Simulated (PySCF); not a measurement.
## Ge: ionisation energy

Ge [Ar] 3d10 4s2 4p2 (3P) → Ge+ [Ar] 3d10 4s2 4p1 (2P), as a difference of total energies. All numbers are calculated (PySCF 2.14, scalar relativity by spin-free X2C-1e, in x2c-SVPall (5s4p3d, 32 functions)). Correlated levels: valence: [Ar] 3d10 frozen. The calculations carry no spin-orbit coupling.

| method | ionisation energy (eV) |
| --- | --- |
| UHF | 7.413 |
| r2SCAN | 8.059 |
| MP2 (valence) | 7.652 |
| SCS-MP2 (valence) | 7.588 |
| CCSD(T) (valence) | 7.680 |

Question: Estimate what BP86 gives.

Answer: 7.984 eV, closest to r2SCAN among the rows shown.

Question: Estimate what CCSD (valence) gives.

Answer: 7.671 eV, closest to CCSD(T) (valence) among the rows shown.

Errors of the correlated levels include the incompleteness of this basis and the frozen core.

For comparison: 7.925 eV (measured; NIST levels, between the centres of gravity of the two terms).
